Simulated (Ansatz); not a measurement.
Reaction (substitution at a C–S bond): `C[S][Hf]([OH])([F])[Cl]` + `C[Si]S` → `C[Si]SC` + `[OH][Hf]([F])([SH])[Cl]`

Calculated with Ansatz (gas phase, PBE0-D4/def2-TZVP geometries, no zero-point term in ΔE). CCSD(T)/CBS adds triple-zeta CCSD(T) − MP2 to the extrapolated MP2 energy (def2 sets, frozen cores). This one scheme is used for every species. DFT in def2-TZVPP. B3LYP here is the variant with VWN-RPA as its local correlation; programs differ in this. def2 core potentials past Kr. For Hf outer-core shells are correlated without core-valence functions, which leaves a few kJ/mol of doubt a bond. Each species was taken in one conformer, which may not be the lowest.

Question: Is it downhill or uphill in electronic energy at CCSD(T)/CBS, and by how much? (Best estimate.)

Answer: Computed: Downhill: ΔE = -3.5 kcal/mol.

Question: What do these levels give: B3LYP-D4, ωB97X-V, ωB97M-V, B2PLYP, r2SCAN, PBE0, B3LYP, MP2/def2-TZVPP, CCSD/def2-TZVPP, SCS-MP2/def2-QZVPP, MP2/CBS(def2), CCSD/CBS(def2)? (Best estimate.)

Answer: Computed: B3LYP-D4 -3.5, ωB97X-V -3.5, ωB97M-V -3.6, B2PLYP -3.6, r2SCAN -3.9, PBE0 -4.0, B3LYP -3.6, MP2/def2-TZVPP -3.6, CCSD/def2-TZVPP -3.2, SCS-MP2/def2-QZVPP -3.4, MP2/CBS(def2) -3.6, CCSD/CBS(def2) -3.3 kcal/mol.

Largest T1 diagnostic among the species: 0.015.
